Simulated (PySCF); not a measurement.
C₄H₁₂AlBO₂, SMILES B(C)(C[CH2][Al]([OH])[OH])C, GFN2-xTB optimised geometry.

```
20

B      0.86    -1.33     2.30
C      1.44    -2.48     3.21
C     -0.23    -0.35     2.87
C      1.34    -1.19     0.81
C      0.78    -0.01     0.00
Al    -1.23    -0.01     0.00
O     -1.99    -1.47    -0.09
O     -2.00     1.44     0.00
H      1.83    -2.08     4.15
H      0.64    -3.17     3.49
H      2.23    -3.07     2.75
H     -1.04    -0.22     2.13
H      0.20     0.65     3.01
H     -0.68    -0.65     3.81
H      1.07    -2.12     0.30
H      2.44    -1.17     0.76
H      1.12     0.93     0.44
H      1.20    -0.03    -1.01
H     -2.44    -2.30    -0.18
H     -2.41     2.30    -0.01
```

Density from PBE0/def2-SVP in PySCF at that geometry.

Minimum of the electron density along straight lines between bonded atoms, close to the bond critical point (lines longer than 1.1 times the sum of covalent radii, or with two minima, are not listed):

```
bond    length / Å  ρ at the minimum / e bohr⁻³  ∇²ρ there / e bohr⁻⁵  position (fraction from the first atom)
------  ----------  ---------------------------  --------------------  ---------------------------------------
B1–C2        1.580                        0.178                     ?                                     0.32
B1–C4        1.576                        0.184                 -0.18                                     0.33
C4–C5        1.534                        0.234                 -0.50                                     0.50
C5–Al6       2.007                            ?                  0.29                                     0.61
Al6–O7       1.649                        0.102                  1.03                                     0.44
Al6–O8       1.649                        0.102                  1.03                                     0.44
C2–H9        1.089                        0.268                 -0.93                                     0.62
C2–H10       1.090                        0.267                 -0.93                                     0.62
C2–H11       1.087                        0.273                 -0.97                                     0.62
C3–H12       1.104                        0.255                     ?                                     0.60
C3–H13       1.090                        0.268                 -0.94                                     0.62
C3–H14       1.087                        0.273                 -0.99                                     0.62
C4–H15       1.096                        0.265                 -0.91                                     0.62
C4–H16       1.097                        0.265                 -0.91                                     0.62
C5–H17       1.094                        0.267                 -0.91                                     0.62
C5–H18       1.094                        0.267                 -0.92                                     0.62
O7–H19       0.944                        0.364                 -2.55                                     0.82
O8–H20       0.944                        0.364                 -2.59                                     0.82
```

Q: What belongs in the gaps?

A: 
- B1–C2, ∇²ρ there / e bohr⁻⁵: -0.14
- C5–Al6, ρ at the minimum / e bohr⁻³: 0.079
- C3–H12, ∇²ρ there / e bohr⁻⁵: -0.80
